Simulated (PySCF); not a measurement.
# Energy of Mn (manganese, neutral) between two integer charges

The 4s beta orbital of [Ar] 3d5 4s2 is emptied in steps (occupation f), with all orbitals relaxed, ending at [Ar] 3d5 4s1. Computed with PySCF 2.14 in jorge-DZP-DKH, with scalar relativity by spin-free X2C-1e. The exact energy is a straight line in f; departures are measured from the line between the end points of the same method.

```csv
f,PBE0 (eV),r2SCAN (eV),LC-wPBE (eV)
1,0.000,0.000,0.000
0.75,-0.366,-0.429,0.013
0.5,-0.485,-0.545,0.015
0.25,-0.358,-0.374,0.009
0,0.000,0.000,0.000
```

Q: For LC-wPBE, how does the orbital energy at f = 1 compare with the removal energy?

A: −ε = 6.841 eV against a total-energy difference of 6.764 eV. By Janak's theorem ε = ∂E/∂f, so the gap between them reflects the curvature. Along the path −ε is 6.793 (f = 0.75), 6.752 (f = 0.5), 6.735 (f = 0.25) eV.

```tsv
method	E(f=0) − E(f=1) (eV)	−ε at f=1 (eV)	−ε at f=0.5 (eV)
PBE0	6.879	4.919	6.897
r2SCAN	6.751	4.405	6.894
LC-wPBE	6.764	6.841	6.752
```

Reference removal energy between the ground levels: 7.434 eV (measured; NIST Atomic Spectra Database, ionization energies).
